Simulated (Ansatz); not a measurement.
BrCl$_{2}$GeH, SMILES `[Cl][GeH]([Cl])[Br]`. The species carries charge 0 and has multiplicity 1. All single points use the PBE0-D4/def2-TZVP geometry.

```xyz
5

Cl   -0.905    0.048   -1.887
Ge   -0.067    0.115    0.069
Cl   -0.684   -1.633    1.116
Br    2.207    0.108   -0.101
H    -0.551    1.362    0.803
```

(1) What is the dipole moment at B3LYP/def2-TZVPP? (Best estimate.)

(2) And with PBE, r2SCAN, ωB97M-V? (Estimate.)

(3) Give the Mulliken charges with B3LYP, r2SCAN, ωB97M-V in def2-TZVPP. (Best estimate.)

Answers

(1) Ansatz gave: 1.33 D, with components (-0.21, 1.14, 0.66) D in this frame, pointing from negative to positive charge.

(2) The calculation gave: PBE 1.26 D, r2SCAN 1.33 D, ωB97M-V 1.36 D.

(3) The calculation gave: 
```
atom  B3LYP  r2SCAN  ωB97M-V
 Cl1  -0.25   -0.26    -0.23
 Ge2   0.68    0.72     0.59
 Cl3  -0.25   -0.26    -0.23
 Br4  -0.23   -0.24    -0.21
  H5   0.05    0.05     0.08
```

B3LYP here is the variant with VWN-RPA as its local correlation; programs differ in this.
